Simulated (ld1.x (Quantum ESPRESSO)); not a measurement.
**Reading a pseudo-wave (rhodium)**

Columns: radius, all-electron u(r) and pseudo u(r) of the 4d shell (level -6.08 eV) of rhodium in the configuration [Kr] 4d8 5s1 5p0; BP86, scalar-relativistic, TM scheme, ld1.x (Quantum ESPRESSO) 7.5.

```json
{"r (bohr)": "0.140", "all-electron": "0.2897", "pseudo": "-0.0090"}
{"r (bohr)": "0.280", "all-electron": "0.3868", "pseudo": "-0.0660"}
{"r (bohr)": "0.420", "all-electron": "0.1128", "pseudo": "-0.1935"}
{"r (bohr)": "0.560", "all-electron": "-0.2390", "pseudo": "-0.3759"}
{"r (bohr)": "0.700", "all-electron": "-0.5240", "pseudo": "-0.5688"}
{"r (bohr)": "0.840", "all-electron": "-0.7094", "pseudo": "-0.7246"}
{"r (bohr)": "0.980", "all-electron": "-0.8061", "pseudo": "-0.8172"}
{"r (bohr)": "1.120", "all-electron": "-0.8379", "pseudo": "-0.8476"}
{"r (bohr)": "1.260", "all-electron": "-0.8279", "pseudo": "-0.8337"}
{"r (bohr)": "1.400", "all-electron": "-0.7932", "pseudo": "-0.7952"}
{"r (bohr)": "1.540", "all-electron": "-0.7454", "pseudo": "-0.7456"}
{"r (bohr)": "1.680", "all-electron": "-0.6918", "pseudo": "-0.6918"}
{"r (bohr)": "1.820", "all-electron": "-0.6369", "pseudo": "-0.6369"}
{"r (bohr)": "1.960", "all-electron": "-0.5832", "pseudo": "-0.5832"}
{"r (bohr)": "2.100", "all-electron": "-0.5322", "pseudo": "-0.5322"}
{"r (bohr)": "2.240", "all-electron": "-0.4846", "pseudo": "-0.4846"}
{"r (bohr)": "2.380", "all-electron": "-0.4405", "pseudo": "-0.4405"}
{"r (bohr)": "2.520", "all-electron": "-0.4001", "pseudo": "-0.4001"}
{"r (bohr)": "2.660", "all-electron": "-0.3632", "pseudo": "-0.3632"}
{"r (bohr)": "2.800", "all-electron": "-0.3295", "pseudo": "-0.3295"}
{"r (bohr)": "2.940", "all-electron": "-0.2989", "pseudo": "-0.2989"}
{"r (bohr)": "3.080", "all-electron": "-0.2712", "pseudo": "-0.2712"}
{"r (bohr)": "3.220", "all-electron": "-0.2460", "pseudo": "-0.2460"}
{"r (bohr)": "3.360", "all-electron": "-0.2231", "pseudo": "-0.2231"}
{"r (bohr)": "3.500", "all-electron": "-0.2024", "pseudo": "-0.2024"}
{"r (bohr)": "3.640", "all-electron": "-0.1836", "pseudo": "-0.1836"}
```

Task: How many radial nodes do the two functions have?

Result: The all-electron 4d function has n − l − 1 = 1; the pseudo-wave has 0, since the states of the same l below it are removed with the core.

Task: At about which radius was the pseudo-wave matched?

Result: 1.75 bohr. The columns agree to 0.0005 from 1.54 bohr on; several derivatives are matched, so the curves merge somewhat inside the radius.

Task: Is the pseudo-wave norm-conserving?

Result: Yes: the TM scheme keeps the norm inside the radius equal to the all-electron one, which fixes the energy derivative of the logarithmic derivative at the level.
